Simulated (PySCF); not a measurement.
A structure optimised at B3LYP-D3(BJ)/def2-SVP, used in a PySCF frequency run:

```
O
Si 1 1.6453
Zn 1 1.7764 2 142.07
H 2 1.4925 1 109.92 3 -171.47
H 2 1.4984 4 107.99 1 122.16
H 2 1.4992 4 107.94 5 115.49
Se 3 2.2872 2 164.99 4 -166.51
H 7 1.4783 3 90.75 2 -76.09
```
Charge 0, spin multiplicity 1.

Task: Write its SMILES and formula.

Result: [SiH3][O][Zn][SeH], H₄OSeSiZn

Task: What are its rotational constants (standard atomic weights)?

Result: 29.395, 0.64651, 0.64044 GHz
